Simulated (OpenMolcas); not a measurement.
A calculation on Se⁴⁺.

```
Program             : OpenMolcas 26.06
Method              : XMS-CASPT2, IPEA 0.25 Eh, imaginary shift 0.1 Eh (closed shells correlated: 3d)
Basis               : ANO-RCC-VTZP [6s5p3d1f]
Scalar Hamiltonian  : DKH2, point nucleus
Active space        : 2 electrons in 4 orbitals (4s 4p)
State averaging     : 2S+1 = 3 even, 3 roots; 2S+1 = 1 even, 7 roots; 2S+1 = 3 odd, 3 roots; 2S+1 = 1 odd, 3 roots
Spin-orbit coupling : state interaction with AMFI integrals over the reference wave functions, term energies averaged over their components
```

Problem. Which level of the active space comes out lowest?

Solution. 4s2 1S0, with 100 % of that term; it is also the measured ground level.

Problem. How high does 4p2 1S0 lie?

Solution. 30.796 eV above the lowest level; measured 30.8457 eV above the ground level, so the calculation is off by 0 %.

Problem. How high does 4p2 3P1 lie?

Solution. 26.327 eV above the lowest level; measured 26.5439 eV above the ground level, so the calculation is off by -1 %.

Problem. How high does 4s 4p 3P* 1 lie?

Solution. 11.004 eV above the lowest level; measured 11.3260 eV above the ground level, so the calculation is off by -3 %.

Problem. The level at 26.797 eV has J = 2. What is it made of, and what is its g factor?

Solution. 88 % 4p2 3P2, 12 % 4p2 1D; g = 1.439, against 1.501 from Landé's formula for the pure leading term.

Measured values: the list in Rauch et al., Astron. Astrophys. 606, A105 (2017).

CASPT2 does not keep the components of a term degenerate, so their means are used; among the terms shown or strongly mixed into the levels shown the widest spread is 510 cm-1 (4p2 1D). Over all roots computed the reference weight is 0.84 to 0.99; the roots of lowest weight are the least certain, and an intruder state may touch them. The ¹D term of p² mixes with s d, which this space lacks. Measured partners are found by configuration, term and J. A level has none where our copy of the source lacks it or the pairing is in doubt (some pairs that miss far off the trend of their configuration count as doubtful), and it then counts in no deviation. Levels of configurations outside the active space are missing.

* marks odd parity.
